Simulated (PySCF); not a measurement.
How exact exchange moves a shielding

Molecule: SMILES CC[O][AlH2-][NH3+], C2H10AlNO.

Bonds (- single, = double, # triple, : aromatic): C1-C2 1.519 Å, C2-O3 1.386 Å, O3-Al4 1.742 Å, Al4-N5 2.047 Å. C1 carries H6, H7, H8; C2 carries H9, H10; Al4 carries H11, H12; N5 carries H13, H14, H15. Formal charges: Al4 -1, N5 +1.

GIAO shieldings (ppm, equivalent atoms averaged) in PySCF on the PBE0-D3(BJ)/def2-SVP geometry, basis pcSseg-1, gas phase, non-relativistic:

```tsv
functional	exact exchange (%)	σ(C2)	σ(O3)	σ(Al4)
BLYP	0	108.9	253.8	431.2
BP86	0	114.7	263.1	432.0
PBE	0	114.9	259.4	431.4
B3LYP	20	115.7	272.1	441.0
mPW1PW91	25	121.8	281.7	445.5
BHandHLYP	50	124.1	291.7	456.5
HF	100	136.5	316.6	486.3
```

(1) Fit each shielding as a line in the percentage of exact exchange.

(2) What does the line predict for PBE0 (25 %), and what does the run give?

Answers

(1) σ(C2) = 112.9 + 0.24 x (rms 2.3 ppm); σ(O3) = 260.6 + 0.58 x (rms 3.9 ppm); σ(Al4) = 431.2 + 0.54 x (rms 1.0 ppm). The functionals also differ in their semilocal parts, which the line can't hold; Hartree–Fock has no correlation at all.

(2) σ(C2): 118.9 predicted, 122.6 computed; σ(O3): 275.1 predicted, 281.0 computed; σ(Al4): 444.7 predicted, 444.9 computed ppm.
